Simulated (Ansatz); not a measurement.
`C[O][In]([F])[F]` + `[NH2][K]` → `[NH2][In]([F])[F]` + `C[O][K]` at 700 K and 1 bar (redistribution).

Program: Ansatz. Geometries: PBE0-D4/def2-TZVP. ΔE: electronic, gas phase. CBS: MP2 limit from def2 TZ/QZ plus the TZ coupled-cluster correction, frozen cores. def2 core potentials past Kr. For In, K outer-core shells are correlated without core-valence functions, which leaves a few kJ/mol of doubt a bond. Scalar relativity is left out up to krypton. One conformer a species, not always the lowest.

```tsv
species	CCSD(T)/CBS energy (Eh)	H − E (kJ/mol)	S (J/(mol·K))
`C[O][In]([F])[F]`	-504.48097	187.4	480.8
`[NH2][K]`	-655.33366	93.4	304.1
`[NH2][In]([F])[F]`	-445.37255	133.3	418.7
`C[O][K]`	-714.47647	147.2	340.6
```

H − E and S are ideal-gas, rigid-rotor, harmonic terms from PBE0-D4/def2-TZVP, for one conformer and one mirror image of each species. 1 Eh = 2625.50 kJ/mol, R = 8.31446 J/(mol·K).

**Question.** By hand: ΔE, ΔH, ΔS and ΔG.

**Answer.** ΔE = (-445.37255) + (-714.47647) − (-504.48097) − (-655.33366) = -0.03439 Eh = -90.3 kJ/mol. Δ(H − E) = 133.3 + 147.2 − 187.4 − 93.4 = -0.3, so ΔH = -90.6 kJ/mol. ΔS = 418.7 + 340.6 − 480.8 − 304.1 = -25.6 J/(mol·K). ΔG = -90.6 − 700 × (-25.6)/1000 = -72.7 kJ/mol.

**Question.** By hand: the equilibrium constant, and the temperature at which ΔG would vanish if ΔH and ΔS stayed fixed.

**Answer.** log₁₀ K = −ΔG/(RT ln 10) = 5.4. ΔG = 0 at ΔH/ΔS = 3539 K, far beyond where these terms or the molecules hold.

ΔH outweighs TΔS. A doubt of 5 kJ/mol in ΔE shifts log₁₀ K by 0.4 here. Other conformers and mirror images would add mixing entropy, several J/(mol·K) or more a flexible species. Modes under 60 cm⁻¹, often nearly free rotors, make the harmonic entropy too high. These are equilibria of isolated gas molecules and say nothing of rates. Largest T1 diagnostic: 0.017 (customary marks: 0.02 for closed shells, 0.045 for open ones).
